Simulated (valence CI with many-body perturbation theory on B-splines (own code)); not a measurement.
**Which ion has this spectrum?**

A relativistic CI+MBPT calculation for an atom or ion with 15 electrons gives these levels (eV):

| J | Parity | E | g |
| --- | --- | --- | --- |
| 3/2 | odd | 0.00 | 1.35 |
| 3/2 | even | 213.73 | 0.78 |
| 3/2 | odd | 259.44 | 1.45 |
| 5/2 | odd | 270.56 | 1.19 |
| 1/2 | odd | 284.82 | 0.65 |
| 5/2 | even | 288.06 | 1.20 |
| 5/2 | even | 419.20 | 1.46 |
| 3/2 | even | 447.34 | 1.15 |
| 1/2 | even | 448.54 | 2.07 |
| 5/2 | even | 471.01 | 0.96 |
| 1/2 | even | 473.94 | 0.21 |
| 3/2 | even | 473.98 | 0.90 |
| 7/2 | even | 482.50 | 1.03 |
| 5/2 | even | 509.99 | 1.17 |

The energies are calculated, and their last digits are not significant.

Which is it?
A. Yb55+
B. Ta58+
C. Lu56+
D. Er53+

A. Yb55+, ground level (3s^2 3p1/2^2 3p3/2) J=3/2.
